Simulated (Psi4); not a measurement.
A run for Psi4: SAPT0/jun-cc-pV(D+d)Z on C2H7NO (a complex), monomers drawn apart or pushed together.

```
memory 2025 MB

molecule dimer {
0 1
C    -0.01887497    0.02546749   -0.10358059
H     0.69670926    0.08019702    0.71586449
H     0.51196124    0.02465682   -1.05456223
H    -0.60206231   -0.89292528   -0.02499005
H    -0.68415836    0.88923236   -0.07213916
--
0 1
N    -1.09715450    0.05531233    3.04996941
C     0.10935212    0.13225548    3.66215908
O     1.17704986    0.16715236    3.09264980
H    -1.14303012    0.02425430    2.04407065
H    -1.94830908    0.03123581    3.58257311
H     0.02211615    0.16071740    4.76385830
units angstrom
symmetry c1
no_reorient
no_com
}

set {
  basis jun-cc-pV(D+d)Z
  scf_type df
  freeze_core true
}

energy('sapt0')
```

The log:

```
[...]
==> Input File <==

--------------------------------------------------------------------------
memory 2025 MB

molecule dimer {
0 1
C    -0.01887497    0.02546749   -0.10358059
H     0.69670926    0.08019702    0.71586449
H     0.51196124    0.02465682   -1.05456223
H    -0.60206231   -0.89292528   -0.02499005
H    -0.68415836    0.88923236   -0.07213916
--
0 1
N    -1.09715450    0.05531233    3.04996941
C     0.10935212    0.13225548    3.66215908
O     1.17704986    0.16715236    3.09264980
H    -1.14303012    0.02425430    2.04407065
H    -1.94830908    0.03123581    3.58257311
H     0.02211615    0.16071740    4.76385830
units angstrom
symmetry c1
no_reorient
no_com
}

set {
  basis jun-cc-pV(D+d)Z
  scf_type df
  freeze_core true
}

energy('sapt0')
--------------------------------------------------------------------------


   => Loading Basis Set <=

    Name: JUN-CC-PV(D+D)Z
    Role: ORBITAL
    Keyword: BASIS
    atoms 1, 7      entry C          line   188 file jun-cc-pv_dpd_z.gbs
    atoms 2-5, 9-11 entry H          line    60 file jun-cc-pv_dpd_z.gbs
    atoms 6         entry N          line   222 file jun-cc-pv_dpd_z.gbs
    atoms 8         entry O          line   256 file jun-cc-pv_dpd_z.gbs

   => Loading Basis Set <=

    Name: JUN-CC-PV(D+D)Z
    Role: ORBITAL
    Keyword: BASIS
    atoms 1, 7      entry C          line   188 file jun-cc-pv_dpd_z.gbs
    atoms 2-5, 9-11 entry H          line    60 file jun-cc-pv_dpd_z.gbs
    atoms 6         entry N          line   222 file jun-cc-pv_dpd_z.gbs
    atoms 8         entry O          line   256 file jun-cc-pv_dpd_z.gbs


  //>>>>>>>>>>>>>>>>>>>>>>>>>>>>>>>>>>>//
  //              Dimer HF             //
  //<<<<<<<<<<<<<<<<<<<<<<<<<<<<<<<<<<<//

   => Libint2 <=

    Primary   basis highest AM E, G, H:  7, 6, 3
    Auxiliary basis highest AM E, G, H:  7, 7, 4
    Onebody   basis highest AM E, G, H:  -, -, -
    Solid Harmonics ordering:            Gaussian


   => Loading Basis Set <=

    Name: JUN-CC-PV(D+D)Z
    Role: ORBITAL
    Keyword: BASIS
    atoms 1, 7      entry C          line   188 file jun-cc-pv_dpd_z.gbs
    atoms 2-5, 9-11 entry H          line    60 file jun-cc-pv_dpd_z.gbs
    atoms 6         entry N          line   222 file jun-cc-pv_dpd_z.gbs
    atoms 8         entry O          line   256 file jun-cc-pv_dpd_z.gbs


         ---------------------------------------------------------
                                   SCF
               by Justin Turney, Rob Parrish, Andy Simmonett
                          and Daniel G. A. Smith
                              RHF Reference
                        1 Threads,   1931 MiB Core
         ---------------------------------------------------------

  ==> Geometry <==

    Molecular point group: c1
    Full point group: C1

    Geometry (in Angstrom), charge = 0, multiplicity = 1:

       Center              X                  Y                   Z               Mass
    ------------   -----------------  -----------------  -----------------  -----------------
         C           -0.018874970000     0.025467490000    -0.103580590000    12.000000000000
         H            0.696709260000     0.080197020000     0.715864490000     1.007825032230
         H            0.511961240000     0.024656820000    -1.054562230000     1.007825032230
         H           -0.602062310000    -0.892925280000    -0.024990050000     1.007825032230
         H           -0.684158360000     0.889232360000    -0.072139160000     1.007825032230
         N           -1.097154500000     0.055312330000     3.049969410000    14.003074004430
         C            0.109352120000     0.132255480000     3.662159080000    12.000000000000
         O            1.177049860000     0.167152360000     3.092649800000    15.994914619570
         H           -1.143030120000     0.024254300000     2.044070650000     1.007825032230
         H           -1.948309080000     0.031235810000     3.582573110000     1.007825032230
         H            0.022116150000     0.160717400000     4.763858300000     1.007825032230

  Running in c1 symmetry.

  Rotational constants: A =      0.35484  B =      0.03452  C =      0.03165 [cm^-1]
  Rotational constants: A =  10637.84533  B =   1034.92808  C =    948.90590 [MHz]
  Nuclear repulsion =  121.165533356096589

  Charge       = 0
  Multiplicity = 1
  Electrons    = 34
  Nalpha       = 17
  Nbeta        = 17

  ==> Algorithm <==

  SCF Algorithm Type is DF.
  DIIS enabled.
  MOM disabled.
  Fractional occupation disabled.
  Guess Type is SAD.
  Energy threshold   = 1.00e-08
  Density threshold  = 1.00e-08
  Integral threshold = 1.00e-12

  ==> Primary Basis <==

  Basis Set: JUN-CC-PV(D+D)Z
    Blend: JUN-CC-PV(D+D)Z
    Number of shells: 53
    Number of basis functions: 107
    Number of Cartesian functions: 111
    Spherical Harmonics?: true
    Max angular momentum: 2

   => Loading Basis Set <=

    Name: (JUN-CC-PV(D+D)Z AUX)
    Role: JKFIT
    Keyword: DF_BASIS_SCF
    atoms 1
[...]
:  -168.95867435171607

   => Energetics <=

    Nuclear Repulsion Energy =             71.3237645788214536
    One-Electron Energy =                -371.6260530087892562
    Two-Electron Energy =                 131.3436140782517327
    Total Energy =                       -168.9586743517160699

Computation Completed


Properties will be evaluated at   0.000000,   0.000000,   0.000000 [a0]

Properties computed using the SCF density matrix


 Multipole Moments:

 ------------------------------------------------------------------------------------
     Multipole            Electronic (a.u.)      Nuclear  (a.u.)        Total (a.u.)
 ------------------------------------------------------------------------------------

 L = 1.  Multiply by 2.5417464519 to convert [e a0] to [Debye]
 Dipole X            :         -0.3946408           -1.2789533           -1.6735941
 Dipole Y            :         -5.2343894            5.1667863           -0.0676031
 Dipole Z            :       -147.8549987          148.2574065            0.4024078
 Magnitude           :                                                    1.7226199

 ------------------------------------------------------------------------------------

  Constructing Basis Sets for SAPT...

   => Loading Basis Set <=

    Name: (JUN-CC-PV(D+D)Z AUX)
    Role: RIFIT
    Keyword: DF_BASIS_SAPT
    atoms 1, 7      entry C          line   100 file jun-cc-pvdz-ri.gbs
    atoms 2-5, 9-11 entry H          line    30 file jun-cc-pvdz-ri.gbs
    atoms 6         entry N          line   144 file jun-cc-pvdz-ri.gbs
    atoms 8         entry O          line   188 file jun-cc-pvdz-ri.gbs

   => Loading Basis Set <=

    Name: (JUN-CC-PV(D+D)Z AUX)
    Role: JKFIT
    Keyword: DF_BASIS_ELST
    atoms 1, 7      entry C          line   146 file jun-cc-pvdz-jkfit.gbs
    atoms 2-5, 9-11 entry H          line    70 file jun-cc-pvdz-jkfit.gbs
    atoms 6         entry N          line   202 file jun-cc-pvdz-jkfit.gbs
    atoms 8         entry O          line   258 file jun-cc-pvdz-jkfit.gbs


  //>>>>>>>>>>>>>>>>>>>>>>>>>>>>>>>>>>>//
  //               SAPT0               //
  //<<<<<<<<<<<<<<<<<<<<<<<<<<<<<<<<<<<//



        SAPT0
    Ed Hohenstein
     6 June 2009

      Orbital Information
  --------------------------
    NSO        =       107
    NMO        =       107
    NRI        =       358
    NRI (Elst) =       477
    NOCC A     =         5
    NOCC B     =        12
    FOCC A     =         1
    FOCC B     =         3
    NVIR A     =       102
    NVIR B     =        95

    Elst10,r            =    -0.004135200904 [Eh]
    Exch10              =     0.008837937205 [Eh]
    Exch10 (S^2)        =     0.008793950505 [Eh]

    Maxiter = 50
    CPHF R converge = 1.000000E-08

    Iter     Energy [mEh]          dE [mEh]         Residual      Time [s]
       1      -1.80025931       1.800259310     6.549294e-03             0
       2      -2.16455937       0.364300061     1.454412e-03             0
       3      -2.18283347       0.018274099     3.811687e-04             0
       4      -2.17803779      -0.004795684     8.514442e-05             0
       5      -2.17681430      -0.001223482     1.281634e-05             0
       6      -2.17709885       0.000284547     1.785351e-06             0
       7      -2.17707671      -0.000022140     2.320940e-07             0
       8      -2.17707830       0.000001584     2.908865e-08             0
       9      -2.17707817      -0.000000122     2.942839e-09             0

    CHF Iterations converged

    Maxiter = 50
    CPHF R converge = 1.000000E-08

    Iter     Energy [mEh]          dE [mEh]         Residual      Time [s]
       1      -0.59736229       0.597362289     3.557251e-03             0
       2      -0.74649229       0.149129998     8.037734e-04             1
       3      -0.74683472       0.000342428     3.440275e-04             1
       4      -0.74363542      -0.003199291     9.553866e-05             1
       5      -0.74393705       0.000301627     5.174956e-05             1
       6      -0.74419995       0.000262901     1.589511e-05             1
       7      -0.74417594      -0.000024015     7.181366e-06             1
       8      -0.74414396      -0.000031973     1.374946e-06             1
       9      -0.74414685       0.000002881     3.235011e-07             1
      10      -0.74414747       0.000000627     6.109194e-08             1
      11      -0.74414726      -0.000000211     1.056551e-08             1
      12      -0.74414728       0.000000022     2.553322e-09             1

    CHF Iterations converged

    Ind20,r (A<-B)      =    -0.002177078174 [Eh]
    Ind20,r (B<-A)      =    -0.000744147283 [Eh]
    Ind20,r             =    -0.002921225457 [Eh]
    Exch-Ind20,r (A<-B) =     0.001050603315 [Eh]
    Exch-Ind20,r (B<-A) =     0.000645833930 [Eh]
    Exch-Ind20,r        =     0.001696437246 [Eh]
    Disp20              =    -0.003722224601 [Eh]
    Disp20 (SS)         =    -0.001861112301 [Eh]
    Disp20 (OS)         =    -0.001861112301 [Eh]
    Exch-Disp20         =     0.000547219637 [Eh]
    Exch-Disp20 (SS)    =     0.000301951739 [Eh]
    Exch-Disp20 (OS)    =     0.000245267898 [Eh]

    SAPT Results
  --------------------------------------------------------------------------------------------------------
    Electrostatics                 -4.13520090 [mEh]      -2.59487774 [kcal/mol]     -10.85696848 [kJ/mol]
      Elst10,r                     -4.13520090 [mEh]      -2.59487774 [kcal/mol]     -10.85696848 [kJ/mol]

    Exchange                        8.83793720 [mEh]       5.54588932 [kcal/mol]      23.20400093 [kJ/mol]
      Exch10                        8.83793720 [mEh]       5.54588932 [kcal/mol]      23.20400093 [kJ/mol]
      Exch10(S^2)                   8.79395051 [mEh]       5.51828725 [kcal/mol]      23.08851387 [kJ/mol]

    Induction                      -1.98220023 [mEh]      -1.24384942 [kcal/mol]      -5.20426598 [kJ/mol]
      Ind20,r                      -2.92122546 [mEh]      -1.83309665 [kcal/mol]      -7.66967638 [kJ/mol]
      Exch-Ind20,r                  1.69643725 [mEh]       1.06453044 [kcal/mol]       4.45399537 [kJ/mol]
      delta HF,r (2)               -0.75741202 [mEh]      -0.47528322 [kcal/mol]      -1.98858498 [kJ/mol]

    Dispersion                     -3.17500496 [mEh]      -1.99234569 [kcal/mol]      -8.33597438 [kJ/mol]
      Disp20                       -3.72222460 [mEh]      -2.33573120 [kcal/mol]      -9.77269934 [kJ/mol]
      Exch-Disp20                   0.54721964 [mEh]       0.34338551 [kcal/mol]       1.43672496 [kJ/mol]
      Disp20 (SS)                  -1.86111230 [mEh]      -1.16786560 [kcal/mol]      -4.88634967 [kJ/mol]
      Disp20 (OS)                  -1.86111230 [mEh]      -1.16786560 [kcal/mol]      -4.88634967 [kJ/mol]
      Exch-Disp20 (SS)              0.30195174 [mEh]       0.18947758 [kcal/mol]       0.79277418 [kJ/mol]
      Exch-Disp20 (OS)              0.24526790 [mEh]       0.15390793 [kcal/mol]       0.64395078 [kJ/mol]

  Total HF                          2.72053607 [mEh]       1.70716216 [kcal/mol]       7.14276647 [kJ/mol]
  Total SAPT0                      -0.45446889 [mEh]      -0.28518354 [kcal/mol]      -1.19320791 [kJ/mol]

  Special recipe for scaled SAPT0 (see Manual):
    Electrostatics sSAPT0          -4.13520090 [mEh]      -2.59487774 [kcal/mol]     -10.85696848 [kJ/mol]
    Exchange sSAPT0                 8.83793720 [mEh]       5.54588932 [kcal/mol]      23.20400093 [kJ/mol]
    Induction sSAPT0               -1.95661632 [mEh]      -1.22779528 [kcal/mol]      -5.13709544 [kJ/mol]
    Dispersion sSAPT0              -3.16675236 [mEh]      -1.98716711 [kcal/mol]      -8.31430719 [kJ/mol]
  Total sSAPT0                     -0.42063238 [mEh]      -0.26395081 [kcal/mol]      -1.10437017 [kJ/mol]
  --------------------------------------------------------------------------------------------------------



*** Psi4 exiting successfully. Buy a developer a beer!
```

The run finished.

Cost: very roughly 13 core-seconds.
